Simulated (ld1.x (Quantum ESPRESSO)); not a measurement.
Logarithmic derivatives: carbon (C), TM semilocal

C (Z = 6), norm-conserving Troullier–Martins (semilocal form), made with ld1.x (Quantum ESPRESSO) 7.5 (PBE, scalar-relativistic). Core [He], reference 2s2 2p2. Waves: 2s (bound): rc 0.75 bohr; 2p (bound): rc 1.70 bohr; 3d channel at 0.25 Ry: rc 1.50 bohr. Local part: the d channel. Core correction: a·sin(br)/r model core inside 0.65 bohr.

The phase is arctan(r·u′/u) with u = r·R(r), unwrapped; energies in Ry, scanned from -3 to 5 Ry. A pole is an energy at which the radial function vanishes at the test radius. The pseudo phase is shifted by a multiple of π to meet the all-electron one at the reference energy, and phase errors are pseudo minus all-electron; the curves can meet again beyond the range given. Levels narrower than the energy grid can be missing from the lists of poles.

```json
{"channel": "s", "radius (bohr)": "1.85", "reference energy (Ry)": "-1.01", "poles, all-electron": "0.59", "poles, pseudo": "0.58", "unbroken range about the reference energy with phases within 0.05 rad": "below 3.9", "phase error 1 Ry above the reference energy (rad)": "-0.001"}
{"channel": "p", "radius (bohr)": "1.85", "reference energy (Ry)": "-0.39", "poles, all-electron": "1.00", "poles, pseudo": "1.04", "unbroken range about the reference energy with phases within 0.05 rad": "below 3.0", "phase error 1 Ry above the reference energy (rad)": "+0.006"}
{"channel": "d", "radius (bohr)": "1.85", "reference energy (Ry)": "0.25", "poles, all-electron": "none", "poles, pseudo": "none", "unbroken range about the reference energy with phases within 0.05 rad": "the whole range", "phase error 1 Ry above the reference energy (rad)": "+0.000"}
```

Phases in the d channel:

| E (Ry) | all-electron | pseudo |
| --- | --- | --- |
| -3.00 | 1.304 | 1.304 |
| -2.52 | 1.287 | 1.287 |
| -2.04 | 1.268 | 1.268 |
| -1.56 | 1.245 | 1.245 |
| -1.08 | 1.216 | 1.216 |
| -0.60 | 1.180 | 1.180 |
| -0.12 | 1.131 | 1.131 |
| 0.36 | 1.063 | 1.063 |
| 0.84 | 0.964 | 0.964 |
| 1.32 | 0.805 | 0.805 |
| 1.80 | 0.532 | 0.532 |
| 2.28 | 0.066 | 0.067 |
| 2.76 | -0.505 | -0.503 |
| 3.24 | -0.918 | -0.916 |
| 3.72 | -1.156 | -1.154 |
| 4.20 | -1.298 | -1.296 |
| 4.68 | -1.391 | -1.389 |
